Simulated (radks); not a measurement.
Species: As+. Configuration: [Ar] 3d10 4s2 4p1 6f1 (not the ground configuration).

Method: scalar-relativistic Kohn-Sham, PBE, spin-polarised, spherical densities, finite nucleus; open shells are filled with parallel spins first; Fermi nuclear charge, rms radius 4.0968 fm; computed with a radial shooting solver on a logarithmic mesh with Libxc functionals.

Energy parts (eV):
| part | energy |
|---|---|
| total | -61494.295 |
| kinetic | 62679.207 |
| electron-nucleus | -147627.892 |
| Hartree | 25715.383 |
| exchange-correlation | -2260.993 |

Orbitals (lengths in bohr, moments of r in powers of bohr; <r^-3> diverges for s and p1/2; r(90%) holds 90 % of the orbital's charge):
orbital  occ.  eigenvalue (eV)  r(90%)       <r^4>    <r^-3>
1s up       1        -11739.33  0.0813  0.00001999         -
1s down     1        -11739.27  0.0813  0.00001999         -
2s up       1        -1506.448   0.314    0.004070         -
2s down     1        -1506.427   0.314    0.004070         -
2p up       3        -1323.403   0.289    0.002972      1107
2p down     3        -1323.357   0.289    0.002972      1106
3s up       1        -209.9328   0.893      0.2731         -
3s down     1        -209.8625   0.893      0.2726         -
3p up       3        -153.3093   0.946      0.3450     153.3
3p down     3        -153.2263   0.946      0.3436     153.3
3d up       5         -60.2417    1.13      0.7713     16.95
3d down     5         -60.1051    1.13      0.7516     17.00
4s up       1         -32.2445    2.67       21.54         -
4s down     1         -31.0823    2.67       21.50         -
4p up       1         -21.4985    3.20       44.57     12.24
6f up       1          -1.4181    29.4      352800  0.001953

The highest occupied level is 6f up at -1.418 eV. Spin moment in Bohr magnetons: 2. The electron density at the nucleus is 3.601e+04 e/bohr^3 (large components only). The density falls to 0.001 e/bohr^3 at r = 3.62 bohr. Summed over all electrons, <r^2> = 537.9 bohr^2, which gives a Langevin (diamagnetic) susceptibility term of -426 x 10^-6 cm^3/mol. The spin density at the nucleus is -0.5860 e/bohr^3 (1s -0.0974, 2s 0.0416, 3s -0.0006, 4s -0.5295).

Empty levels of this run are not shown, since the potential may be unsettled where no density lies.
